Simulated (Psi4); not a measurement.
Interaction energy of HF ··· BF3 (SMILES F and FB(F)F). Monomers: optimised at B3LYP-D3(BJ) (def2-TZVP), held rigid. Orientation: a random orientation, not optimised. R is the distance of the centres of mass, along which the second monomer moves.

Geometry at R = 4.20 Å (first 2 atoms: monomer A):
```
6

F      0.4622     0.0000     0.0000
H     -0.4622     0.0000     0.0000
F     -3.1001    -4.0076     0.5960
B     -2.7066    -2.7527     0.5538
F     -3.5523    -1.7884     0.8458
F     -1.4689    -2.4615     0.2157
```

Levels: PBE/def2-TZVP, counterpoise-corrected (Psi4); PBE-D3(BJ)/def2-TZVP, counterpoise-corrected (Psi4); PBE0/def2-TZVP, counterpoise-corrected (Psi4); SAPT0/jun-cc-pVDZ, frozen core (Psi4).

Interaction energies in kcal/mol; the last columns give the difference from SAPT0:

```csv
R / Å,PBE/def2-TZVP,PBE-D3(BJ)/def2-TZVP,PBE0/def2-TZVP,SAPT0/jun-cc-pVDZ,PBE/def2-TZVP − SAPT0/jun-cc-pVDZ,PBE-D3(BJ)/def2-TZVP − SAPT0/jun-cc-pVDZ,PBE0/def2-TZVP − SAPT0/jun-cc-pVDZ
3.56,1.86,1.46,1.89,2.20,-0.34,-0.74,-0.31
3.80,0.24,-0.10,0.32,0.56,-0.33,-0.67,-0.25
3.98,-0.22,-0.51,-0.12,0.07,-0.29,-0.58,-0.19
4.20,-0.39,-0.63,-0.30,-0.17,-0.22,-0.46,-0.13
4.41,-0.39,-0.59,-0.32,-0.24,-0.15,-0.35,-0.08
4.60,-0.35,-0.51,-0.29,-0.25,-0.10,-0.26,-0.04
4.93,-0.25,-0.36,-0.22,-0.21,-0.04,-0.15,0.00
5.23,-0.18,-0.26,-0.16,-0.18,0.00,-0.08,0.01
5.67,-0.11,-0.16,-0.11,-0.13,0.02,-0.03,0.02
6.39,-0.06,-0.08,-0.07,-0.08,0.02,0.00,0.02
7.42,-0.03,-0.04,-0.04,-0.05,0.01,0.01,0.01
8.71,-0.02,-0.02,-0.02,-0.03,0.01,0.00,0.01
```

PBE/def2-TZVP is furthest from SAPT0/jun-cc-pVDZ at 3.56 (-0.34 kcal/mol, below); its mean absolute difference over the points is 0.13 kcal/mol.

PBE-D3(BJ)/def2-TZVP is furthest from SAPT0/jun-cc-pVDZ at 3.56 (-0.74 kcal/mol, below); its mean absolute difference over the points is 0.28 kcal/mol.

PBE0/def2-TZVP is furthest from SAPT0/jun-cc-pVDZ at 3.56 (-0.31 kcal/mol, below); its mean absolute difference over the points is 0.09 kcal/mol.
